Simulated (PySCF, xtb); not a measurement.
C3H6OSi2, SMILES O=C[Si@H]1C=C[SiH2]1. Other conformers were not sampled.

Harmonic wavenumbers (cm⁻¹) from GFN2-xTB run with xtb at its own minimum, in rising order: 67, 84, 128, 251, 305, 357, 390, 454, 485, 498, 589, 599, 689, 730, 735, 754, 761, 809, 934, 1078, 1258, 1358, 1558, 1719, 2189, 2210, 2213, 2671, 3033, 3050.

Question: What does PBE-D3(BJ)/def2-SVP (PySCF) give at its own minimum? (An estimate is asked for; the answer gives what the named calculation found.)

Answer: 51, 71, 150, 220, 302, 401, 435, 446, 564, 612, 633, 660, 698, 731, 733, 774, 844, 909, 983, 1026, 1226, 1326, 1505, 1731, 2145, 2155, 2164, 2694, 3052, 3073. Paired by order, the mean absolute difference is 38 cm⁻¹ and the zero-point energies are 45.7 and 46.2 kcal/mol.
